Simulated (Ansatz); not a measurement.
C$_{6}$H$_{14}$Mg, SMILES `C[CH](C)[Mg][CH](C)C`. Charge 0, multiplicity 1. Correlated methods include outer-core shells of Mg, which these sets cover unevenly.

```xyz
21

C     0.208    1.526   -2.559
C     0.363    1.859   -1.076
C    -0.737    2.821   -0.631
Mg    0.480    0.128    0.144
C     0.558   -1.614    1.353
C    -0.475   -1.597    2.478
C     0.436   -2.902    0.541
H    -0.722    0.983   -2.762
H     1.028    0.911   -2.942
H     0.173    2.435   -3.179
H     1.324    2.379   -0.955
H    -0.767    3.724   -1.259
H    -1.732    2.367   -0.701
H    -0.611    3.157    0.403
H     1.553   -1.612    1.820
H    -0.405   -2.496    3.110
H    -1.502   -1.575    2.092
H    -0.364   -0.733    3.141
H     1.217   -2.997   -0.221
H    -0.527   -2.970    0.021
H     0.503   -3.795    1.180
```

Problem. Give the diagnostics of a CCSD(T)/def2-TZVPP run (frozen core, the Gaussian-basis code of Ansatz). (An estimate is asked.)

Solution. Computed: T1 = 0.0093, largest single amplitude 0.025, largest double 0.023, (T) share of the correlation energy 3.5 %, 9 CCSD cycles. The RHF solution is stable towards an unrestricted one. T1 lies under the customary mark of 0.02 for closed shells.
